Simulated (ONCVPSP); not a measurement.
**Before and after: ONCV potential for rhenium (Re)**

ONCVPSP 4.0.1 input, shortened (lines: element, Z, core and valence counts, functional; n l f; lmax; l rc ep ncon nbas qcut; lloc lpopt rc5 dvloc0; l nproj debl; icmod fcfact rcfact), PBE, fully relativistic:

```
  Re 75.00   11    2        4      upf
    1    0    2.00
    2    0    2.00
    2    1    6.00
    3    0    2.00
    3    1    6.00
    3    2   10.00
    4    0    2.00
    4    1    6.00
    4    2   10.00
    5    0    2.00
    5    1    6.00
    4    3   14.00
    5    2    5.00
    3
    0    2.40    0.17    3    7    2.50
    1    2.20    0.03    4    9    3.30
    2    2.60    0.00    4    9    6.60
    3    0.70    0.00    4    9   26.30
    4    5    0.55    4.00
    0    3    2.70
    1    2    0.50
    2    2    1.90
    3    2    1.40
    3    3.00    1.75
```

Open shells are filled in proportion to 2j + 1.

In the s channel the program set the typed energies aside and used 0.050, 2.750, 5.450 Ha. In the p channel the program set the typed energies aside and used 0.050, 0.550 Ha (j = l + 1/2; the other j can differ). In the f channel the program set the typed energies aside and used -2.120, 0.250 Ha (j = l + 1/2; the other j can differ).

All-electron outer shells of the reference configuration (PBE, scalar-relativistic, ld1.x):

```
shell  level (eV)  outermost node (bohr)  outermost maximum (bohr)
   4f      -58.92                      –                      0.41
   5d      -21.42                   0.62                      1.41
```

Change: all radii but the core radius scaled by about 1.09 (s 2.62, p 2.40, d 2.84, f 0.76 bohr); local potential polynomial inside 0.60 bohr (lpopt 5, dvloc0 4 Ha).

Cutoffs: the cutoffs (Ha) at which the residual kinetic energy of the hardest occupied pseudo-wave falls to 1 and 0.1 mHa per electron; they do not see the model core or the augmentation charge, which bear on the density cutoff. Errors are all-electron minus pseudo energies relative to the spin-unpolarised reference configuration.

How do hardness, ghosts and transferability respond?

The potential gets neither clearly harder nor softer (282 Ha and 307 Ha → 264 Ha and 291 Ha); both files keep a bound ghost (d, p, s).

```tsv
quantity	base	changed
cutoff, loose	282 Ha	264 Ha
cutoff, tight	307 Ha	291 Ha
loose cutoff by channel	d 14 Ha, f 282 Ha	d 13 Ha, f 264 Ha
bound ghosts	s, p3/2, d5/2, p1/2, d3/2	s, p3/2, d5/2, p1/2, d3/2
GHOST(+) flags under 300 eV	none	none
tests with a reliable result	3 of 4	3 of 4
error for 4f14 5d5 6s2, meV [ΔE -25.58 eV]	-400	-854
error for 4f14 5d5 6s1, meV [ΔE -16.33 eV]	-116	-337
rms error of d²Exc/dni dnj with the model core, mHa	14.48	14.36
```

 A true bound ghost makes a file unfit for plane-wave use even where its test errors are small: the radial tests pick states by their node count and pass the ghost by.
